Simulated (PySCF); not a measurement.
**Molecular orbitals of MoBr**

PW91 at R = 2.443 Å; Mo def2-TZVPPD with ECP28, Br def2-TZVPPD; scalar-relativistic core potentials (PySCF 2.14). State: ⁶Σ⁺ (sextet), unpaired electrons σ ↑, π ↑↑, δ ↑↑. Only the outer orbitals are listed, counted within each symmetry, core potentials removing the inner ones.

```json
{"spin": "α", "orbital": "10σ", "occ.": "1", "ε (eV)": "-8.32", "on Mo (%)": "32", "main shells (%)": "65 Br p, 19 Mo d, 11 Mo s"}
{"spin": "α", "orbital": "5π", "occ.": "1", "ε (eV)": "-7.29", "on Mo (%)": "25", "main shells (%)": "74 Br p, 24 Mo d"}
{"spin": "α", "orbital": "5π", "occ.": "1", "ε (eV)": "-7.29", "on Mo (%)": "25", "main shells (%)": "74 Br p, 24 Mo d"}
{"spin": "α", "orbital": "2δ", "occ.": "1", "ε (eV)": "-5.33", "on Mo (%)": "100", "main shells (%)": "100 Mo d"}
{"spin": "α", "orbital": "2δ", "occ.": "1", "ε (eV)": "-5.33", "on Mo (%)": "100", "main shells (%)": "100 Mo d"}
{"spin": "α", "orbital": "11σ", "occ.": "1", "ε (eV)": "-5.30", "on Mo (%)": "102", "main shells (%)": "59 Mo s, 43 Mo d"}
{"spin": "α", "orbital": "6π", "occ.": "1", "ε (eV)": "-4.95", "on Mo (%)": "77", "main shells (%)": "74 Mo d, 22 Br p"}
{"spin": "α", "orbital": "6π", "occ.": "1", "ε (eV)": "-4.95", "on Mo (%)": "77", "main shells (%)": "74 Mo d, 22 Br p"}
{"spin": "α", "orbital": "12σ", "occ.": "0", "ε (eV)": "-3.59", "on Mo (%)": "84", "main shells (%)": "30 Mo p, 27 Mo d, 27 Mo s"}
{"spin": "α", "orbital": "7π", "occ.": "0", "ε (eV)": "-1.34", "on Mo (%)": "105", "main shells (%)": "103 Mo p"}
{"spin": "α", "orbital": "7π", "occ.": "0", "ε (eV)": "-1.34", "on Mo (%)": "105", "main shells (%)": "103 Mo p"}
{"spin": "β", "orbital": "10σ", "occ.": "1", "ε (eV)": "-8.00", "on Mo (%)": "20", "main shells (%)": "78 Br p, 11 Mo d"}
{"spin": "β", "orbital": "5π", "occ.": "1", "ε (eV)": "-6.92", "on Mo (%)": "7", "main shells (%)": "92 Br p"}
{"spin": "β", "orbital": "5π", "occ.": "1", "ε (eV)": "-6.92", "on Mo (%)": "7", "main shells (%)": "92 Br p"}
{"spin": "β", "orbital": "11σ", "occ.": "0", "ε (eV)": "-2.92", "on Mo (%)": "98", "main shells (%)": "63 Mo s, 34 Mo d"}
{"spin": "β", "orbital": "6π", "occ.": "0", "ε (eV)": "-2.33", "on Mo (%)": "92", "main shells (%)": "90 Mo d"}
{"spin": "β", "orbital": "6π", "occ.": "0", "ε (eV)": "-2.33", "on Mo (%)": "92", "main shells (%)": "90 Mo d"}
```

Task: Which are the highest filled and the lowest empty level, where do they sit, and how wide is the gap?

Result: Highest filled α 6π at -4.95 eV (in %: 74 Mo d, 22 Br p); lowest empty α 12σ at -3.59 eV (in %: 30 Mo p, 27 Mo d, 27 Mo s); the gap at PW91 is 1.36 eV.

The bond order (Mayer) is 1.19, the ⟨S²⟩ is 8.767 and the charge on Mo (Mulliken, basis-dependent) is 0.16. The charge on Mo (Löwdin, basis-dependent) is 0.20. The dipole moment (positive dipole means Mo(−)Br(+)) is -3.95 D.

Shares are Mulliken populations and can fall outside 0 to 100 %.

Spin–orbit coupling is left out. The state is the lowest single determinant that the PBE0 search found; with open d or f shells the true ground state can be another one.
